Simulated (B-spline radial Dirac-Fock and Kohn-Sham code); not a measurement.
## Satellites and hypersatellites of the K lines of Mo⁴⁺

System: the Mo⁴⁺ ion, configuration [Kr] 4d2, inside a Watson sphere of charge -4 and radius 2.7 Å (a model of the Madelung potential; inside it an electron's potential energy is raised by 21.3 eV).

These are calculated numbers from a B-spline atomic structure program; the model is Dirac-Fock energy differences between relaxed states, corrected for Breit and QED terms. Each two-hole energy is an average over J within one jj subconfiguration, not an observable level; in light atoms, where LS coupling holds, the j-resolved values are not observed lines, and for a K spectator the Kα1 hypersatellite is nearly forbidden. Correlation energy is missing from these numbers.

Lines without a spectator: Kα2 (K-L2) 17372.3 eV, Kα1 (K-L3) 17477.3 eV, Kβ3 (K-M2) 19585.8 eV, Kβ1 (K-M3) 19603.6 eV. Shifts in eV with one spectator hole (a dash: not computed, or left out as unreliable):

| spectator hole | Kα2 | Kα1 | Kβ3 | Kβ1 |
| --- | --- | --- | --- | --- |
| L2 (2p1/2) | +48.9 | +60.9 | – | +132.3 |
| L3 (2p3/2) | +50.7 | +50.0 | +121.3 | – |
| M2 (3p1/2) | – | +5.98 | +14.33 | +17.64 |
| M3 (3p3/2) | +4.74 | – | +15.60 | +15.02 |
| M4 (3d3/2) | +0.31 | -1.71 | – | – |
| M5 (3d5/2) | -1.99 | -0.60 | – | – |

Q: Where does the K-L3 hypersatellite lie, emitted when both K electrons are missing?

A: +477.3 eV from the normal line, at 17954.6 eV. Removing both K electrons costs 40727.6 eV, which is 648.4 eV more than twice the K binding energy.

With n spectator holes in 2p, averaged over the 2p shell (energies in eV):

| n | KαLⁿ | step | hypersatellite KαʰLⁿ |
| --- | --- | --- | --- |
| 0 | 17442.3 | – | 17916.1 |
| 1 | 17495.3 | +53.0 | 17970.5 |
| 2 | 17549.5 | +54.2 | 18026.1 |
| 3 | 17605.0 | +55.5 | 18082.9 |
| 4 | 17661.7 | +56.7 | 18141.0 |
| 5 | 17719.6 | +57.9 | 18200.3 |
